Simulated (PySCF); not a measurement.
# Computed properties of Si(H)2(Me)(OAc) (C₃H₈O₂Si), SMILES C[SiH2]OC(C)=O

Si(H)2(Me)(OAc) (C3H8O2Si), SMILES C[SiH2]OC(C)=O. The structure is a stationary point at PBE0-D3(BJ)/def2-SVP. One conformer was computed; it need not be the lowest. All values are computed for the isolated molecule unless a solvent is named; none is compared with measurement here.

**Structure.** All 36 harmonic modes at PBE0-D3(BJ)/def2-SVP (PySCF) are real, so it is a minimum. With heavy atoms numbered as in [SiH2:1]([CH3:2])[O:3][C:4]([CH3:5])=[O:6], the shortest bond between them is C4–O6 at 1.207 Å and the longest Si1–C2 at 1.862 Å.

**Vibrations.** The strongest infrared lines (harmonic, unscaled, degenerate partners summed) lie at 922 cm⁻¹ (366 km/mol, H 75 %, Si 15 %), 1400 cm⁻¹ (264 km/mol, C 54 %, H 40 %), 1858 cm⁻¹ (234 km/mol, C 64 %, O 35 %). The softest mode is at 76 cm⁻¹ and the zero-point energy is 66.8 kcal/mol.

**Electronic structure.** HF/def2-TZVP (PySCF) places the frontier levels at -12.25 and 3.37 eV, a gap of 15.62 eV, and gives a dipole moment of 1.69 D and a mean polarisability of 61.2 bohr³. PBE/def2-TZVP (PySCF) at the same geometry gives -6.38 and -1.06 eV, so its gap is 10.30 eV narrower. An orbital gap is neither the optical nor the fundamental gap.

**Excitations.** TDDFT-CAM-B3LYP/def2-SVPD (PySCF) has S1 at 5.86 eV (212 nm, f = 0.001, dark); the most intense of the 10 singlets computed lies at 8.05 eV (f = 0.10). T1 (TDA) is at 5.35 eV. TDDFT-PBE/def2-SVPD (PySCF) puts S1 at 5.49 eV. No vertical singlet excitation falls in the visible range (under 3.1 eV).

**NMR.** GIAO shifts at KT2/pcSseg-1 (PySCF) (non-relativistic, atoms alike by connectivity averaged): ¹³C from -0.9 to 167.9 ppm against TMS; ¹H from 0.8 to 5.3 ppm against TMS; ²⁹Si at -6.8 ppm against TMS.
